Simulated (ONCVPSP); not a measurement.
**Building the ONCV potential for F (revPBE, scalar-relativistic).**

ONCVPSP 4.0.1 was run on this input:

```
# ATOM AND REFERENCE CONFIGURATION
# atsym  z   nc   nv     iexc    psfile
  F 9.00    1    2  -102130      upf
#
#   n    l    f
    1    0    2.00
    2    0    2.00
    2    1    5.00
#
# PSEUDOPOTENTIAL AND OPTIMIZATION
# lmax
    2
#
#   l,   rc,      ep,       ncon, nbas, qcut
    0    0.85    0.00    4    8    9.00
    1    1.85    0.00    5    8    6.00
    2    1.50    0.12    4    7    5.80
#
# LOCAL POTENTIAL
# lloc, lpopt,  rc(5),   dvloc0
    4    5    0.75    3.00
#
# VANDERBILT-KLEINMAN-BYLANDER PROJECTORs
# l, nproj, debl
    0    2    2.00
    1    1    1.10
    2    2    1.20
#
# MODEL CORE CHARGE
# icmod, fcfact, rcfact
    3    2.25    1.30
#
# LOG DERIVATIVE ANALYSIS
# epsh1, epsh2, depsh
   -3.00    5.00    0.02
#
# OUTPUT GRID
# rlmax, drl
    6.00    0.01
#
# TEST CONFIGURATIONS
# ncnf
    4
# nvcnf
#   n    l    f
    2
    2    0    2.00
    2    1    4.00
#
    2
    2    0    2.00
    2    1    3.00
#
    2
    2    0    2.00
    2    1    2.00
#
    2
    2    0    2.00
    2    1    4.50
#
```

Command:

```bash
oncvpsp.x < F.dat > F.out
```

The program printed (shortened: citation, most of the input echo, consistency checks and plot data are left out):

```
ONCVPSP  (Optimized Norm-Conservinng Vanderbilt PSeudopotential)
scalar-relativistic version 4.0.1

#   n    l    f        energy (Ha)
    1    0    2.00    -2.4389564E+01
    2    0    2.00    -1.1000446E+00
    2    1    5.00    -4.0587061E-01

Reference configufation results
  iterations    19
  all-electron total energy (Ha)   -9.98084632D+01

Begin loop to  construct optimized pseudo wave functions
and semi-local pseudopoentials for all angular momenta

   Wellstate for l =  0  n =  3
     eigenvalue =   0.9000
     asymptotic potential =   1.4000
     half-point radius =  2.4893

Calculating optimized projector #   1

 for l=   0

    Fraction of norm inside rc  0.430675
    Optimizing pswf for qcut=   8.98 a_B^-1,  ecut=  40.35 Ha
    Residual kinetic energy error=  1.26D-03 Ha

    Energy error per electron        Cutoff
         Ha          eV             Ha
         0.01000     0.27211       28.31
         0.00100     0.02721       43.06
         0.00010     0.00272      209.80
         0.00001     0.00027      253.69

Calculating optimized projector #   2

 for l=   0

    Fraction of norm inside rc  0.086151
    Optimizing pswf for qcut=   8.98 a_B^-1,  ecut=  40.35 Ha
    Residual kinetic energy error=  4.73D-04 Ha

    Energy error per electron        Cutoff
         Ha          eV             Ha
         0.01000     0.27211       22.27
         0.00100     0.02721       36.39
         0.00010     0.00272       70.97
         0.00001     0.00027      208.55

Calculating optimized projector #   1

 for l=   1

    Fraction of norm inside rc  0.882954
    Optimizing pswf for qcut=   6.00 a_B^-1,  ecut=  18.00 Ha
    Residual kinetic energy error=  2.86D-03 Ha

    Energy error per electron        Cutoff
         Ha          eV             Ha
         0.01000     0.27211       15.62
         0.00100     0.02721       29.86
         0.00010     0.00272       54.35
         0.00001     0.00027       61.67

   Wellstate for l =  2  n =  3
     eigenvalue =   0.1200
     asymptotic potential =   0.6200
     half-point radius = 17.3237

   Wellstate for l =  2  n =  4
     eigenvalue =   1.3200
     asymptotic potential =   1.8200
     half-point radius =  4.5482

Calculating optimized projector #   1

 for l=   2

    Fraction of norm inside rc  0.000330
    Optimizing pswf for qcut=   5.81 a_B^-1,  ecut=  16.89 Ha
    Residual kinetic energy error=  4.03D-07 Ha

    Energy error per electron        Cutoff
         Ha          eV             Ha
         0.01000     0.27211        0.26
         0.00100     0.02721        0.58
         0.00010     0.00272        2.52
         0.00001     0.00027        7.84

Calculating optimized projector #   2

 for l=   2

    Fraction of norm inside rc  0.090568
    Optimizing pswf for qcut=   5.81 a_B^-1,  ecut=  16.89 Ha
    Residual kinetic energy error=  3.20D-04 Ha

    Energy error per electron        Cutoff
         Ha          eV             Ha
         0.01000     0.27211        7.11
         0.00100     0.02721       13.79
         0.00010     0.00272       19.83
         0.00001     0.00027       39.40

Construct Vanderbilt / Kleinmman-Bylander projectors

B matrix Hermiticity error, ll=   0
   1   2    1.4172E-04

  Orthonormal projector coefficients  1.5528E+01  4.1722E+00

B matrix Hermiticity error, ll=   2
   1   2    5.4643E-07

  Orthonormal projector coefficients -7.3360E+00 -1.3175E+00

Model core correction analysis
  based on d2Exc/dn_idn_j

d2excae - all-electron derivatives

   -5.497042D-02   -4.688577D-02
   -4.688751D-02   -4.564912D-02

d2excps - pseudofunction derivatives with no core correction

   -5.515725D-02   -4.669351D-02
   -4.669500D-02   -4.391550D-02

rms 2nd derivative error    8.823760E-04

rmatch, rhocmatch    0.3584   11.1094

Teter function model core charge with specified parameters

d2excps - pseudofunction derivatives with core correction

   -5.297213D-02   -4.665564D-02
   -4.665669D-02   -4.388523D-02

rms 2nd derivative error    1.342636E-03

Pseudoatom total energy  -23.132824

Diagnostic tests using Vanderbilt-Kleinman-Bylander pseudopotentials
  1 or more projectors used as specified by nproj input data

   l    rcore       rmatch      e in        delta e   norm test  slope test

   0   0.8532584   0.8791652  -1.1000446  -0.0000259   1.0000650   1.0001221
   0   0.8532584   0.8791652   0.8999554   0.0000096   1.0002071   1.0002071

   1   1.8570265   1.9134098  -0.4058706  -0.0000006   0.9999982   1.0000019

   2   1.5062212   1.5519534   0.1200000   0.0000059   1.0000280   1.0000280
   2   1.5062212   1.5519534   1.3200000   0.0000170   1.0000555   1.0000555

 Testing for bound ghosts
   n   l    E NL Schr. Eq   E Basis Diag.   E Cutoff

   1   0       -1.100071       -1.068611    358.44

   2   1       -0.405871       -0.405519     64.59

 Testing for highly-localized positive-energy ghosts
       l    <radius>/rc     E Basis Diag.   E Cutoff

Test configuration 0

   n   l     f        eae           eps        diff
   1   0  2.0000  -24.38956400
   2   0  2.0000   -1.10004462   -1.10007051   -2.59D-05
   2   1  5.0000   -0.40587061   -0.40587117   -5.61D-07

    Total energies and differences
      AE_ref= -9.98084632D+01  AE_tst= -9.98084632D+01  dif=  0.00D+00
      PS_ref= -2.31328240D+01  PS_tst= -2.31328240D+01  dif= -2.74D-13
      PSP excitation error=  2.74D-13

Test configuration 1

   n   l     f        eae           eps        diff
   1   0  2.0000  -25.15225879
   2   0  2.0000   -1.74335037   -1.74554934   -2.20D-03
   2   1  4.0000   -1.03804190   -1.02845721    9.58D-03

    Total energies and differences
      AE_ref= -9.98084632D+01  AE_tst= -9.90982589D+01  dif=  7.10D-01
      PS_ref= -2.31328240D+01  PS_tst= -2.24258773D+01  dif=  7.07D-01
      PSP excitation error=  3.26D-03

Test configuration 2

   n   l     f        eae           eps        diff
   1   0  2.0000  -26.11291703
   2   0  2.0000   -2.50114924   -2.49315795    7.99D-03
   2   1  3.0000   -1.79849817   -1.75384421    4.47D-02

    Total energies and differences
      AE_ref= -9.98084632D+01  AE_tst= -9.76899295D+01  dif=  2.12D+00
      PS_ref= -2.31328240D+01  PS_tst= -2.10418663D+01  dif=  2.09D+00
      PSP excitation error=  2.76D-02

Test configuration 3

   n   l     f        eae           eps        diff
   1   0  2.0000  -27.25625735
   2   0  2.0000   -3.35478751   -3.31465325    4.01D-02
   2   1  2.0000   -2.67103578   -2.55226440    1.19D-01

    Total energies and differences
      AE_ref= -9.98084632D+01  AE_tst= -9.54640972D+01  dif=  4.34D+00
      PS_ref= -2.31328240D+01  PS_tst= -1.88939255D+01  dif=  4.24D+00
      PSP excitation error=  1.05D-01

Test configuration 4

   n   l     f        eae           eps        diff
   1   0  2.0000  -24.74467886
   2   0  2.0000   -1.40563764   -1.40762410   -1.99D-03
   2   1  4.5000   -0.70441587   -0.70185763    2.56D-03

    Total energies and differences
      AE_ref= -9.98084632D+01  AE_tst= -9.95324666D+01  dif=  2.76D-01
      PS_ref= -2.31328240D+01  PS_tst= -2.28573018D+01  dif=  2.76D-01
      PSP excitation error=  4.74D-04
```

The run took about 2.7 s on one core of a shared server CPU.
